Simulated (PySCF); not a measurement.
A structure optimised at PBE0-D3(BJ)/def2-TZVP, used in a PySCF frequency run:

```
C
O 1 1.1787
O 1 1.3159 2 130.94
H 3 0.9755 1 109.31 2 0.00
```
Charge 0, spin multiplicity 2.

### Question
Write its SMILES, formula and point group.

### Answer
O=[C]O, CHO2, Cs

### Question
What are its rotational constants (standard atomic weights)?

### Answer
144.84, 11.889, 10.987 GHz
